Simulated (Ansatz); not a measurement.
Reaction: GeSiH6 (SMILES [SiH3][GeH3]) → GeSiH6+ (parent SMILES [GeH3][SiH3], doublet) + e-
Each species at its own B3LYP-D3(BJ)/def2-TZVP minimum (Ansatz, a first-principles code).

Quantity: adiabatic ionisation energy (electronic), in eV. UHF or UKS for unpaired electrons; spin-orbit terms are left out. Cores are frozen in correlated methods (noble-gas shells, and filled d and f shells in the p block). No relativity. CBS(X,Y): correlation extrapolated as X^-3, Hartree-Fock from the larger set. A bracket is a step between two methods taken in the basis named. Double hybrids freeze cores in their MP2 part. The spin of H6GeSi+ (parent SMILES [SiH3][GeH3], doublet) was assumed, and the state is the lowest solution found for it.

CCSD(T)/CBS(def2-TZVPP,def2-QZVPP) + [CCSDT(Q) - CCSD(T)]/def2-SVP (Ansatz) gives 9.54 eV.

Task: What does PBE/def2-TZVPD (Ansatz) give here, and how do the other levels compare?

Result: PBE gives 9.35 eV, 0.19 eV below it. Differences of the others: r2SCAN/def2-TZVPD (Ansatz) -0.13; B3LYP/def2-TZVPD (Ansatz) -0.10; wB97M-V/def2-TZVPD (Ansatz) -0.03; B2PLYP/def2-TZVPD (Ansatz) -0.16; CCSD(T)/CBS(def2-TZVPP,def2-QZVPP) (Ansatz) 0.00 eV.
